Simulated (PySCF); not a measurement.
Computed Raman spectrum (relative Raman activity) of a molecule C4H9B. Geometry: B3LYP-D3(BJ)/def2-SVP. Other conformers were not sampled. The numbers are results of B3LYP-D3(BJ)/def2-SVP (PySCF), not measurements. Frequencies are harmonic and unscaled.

Lines under 2 % of the strongest are left out, and lines within 2 cm⁻¹ are merged.

| ν (cm⁻¹) | relative intensity |
|---|---|
| 68 | 3.1 |
| 556 | 2.3 |
| 660 | 2.5 |
| 698 | 2.1 |
| 1007 | 2.4 |
| 1313 | 8.6 |
| 1328 | 7.7 |
| 1422 | 8.5 |
| 1429 | 9.0 |
| 1435 | 14 |
| 1444 | 7.4 |
| 1449 | 4.0 |
| 1674 | 24 |
| 2996 | 75 |
| 3007 | 97 |
| 3066 | 63 |
| 3068 | 39 |
| 3102 | 35 |
| 3113 | 48 |
| 3116 | 36 |
| 3121 | 100 |
| 3207 | 43 |

Which molecule gave these data?
A. C=CCBC
B. C=CB(C)C
C. C=CBCC

B, C=CB(C)C
